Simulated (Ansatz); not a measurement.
`[OH][GeH]1[CH2][SiH2][O]1` at its PBE0-D4/def2-TZVP geometry, where that method's forces vanish. Total charge 0; spin multiplicity 1.

```xyz
11

O     0.5543   -0.0706   -2.4377
Ge    0.2689    0.7493   -0.9003
C    -1.1149    0.0154    0.2927
Si    0.3517   -0.4308    1.3981
O     1.4740    0.2034    0.3465
H     0.6801   -1.0178   -2.3400
H     0.3773    2.2403   -1.2231
H    -1.6741   -0.8121   -0.1443
H    -1.8123    0.7580    0.6805
H     0.3543    0.2557    2.7163
H     0.5407   -1.8908    1.6115
```

Q: What forces (eV/Å) does B3LYP-D4/def2-TZVPP give on these atoms in Ansatz? (Estimate.)

A: Computed: 
```
O1   0.049 -0.133 -0.234
Ge2 -0.086  0.381 -0.139
C3  -0.225 -0.065  0.090
Si4  0.038 -0.172  0.336
O5   0.161 -0.035  0.104
H6   0.012 -0.044 -0.052
H7   0.008  0.010 -0.006
H8   0.025  0.064  0.025
H9   0.035 -0.051 -0.035
H10 -0.003 -0.047 -0.082
H11 -0.015  0.093 -0.009
```

B3LYP here is the variant with VWN-RPA as its local correlation; programs differ in this.
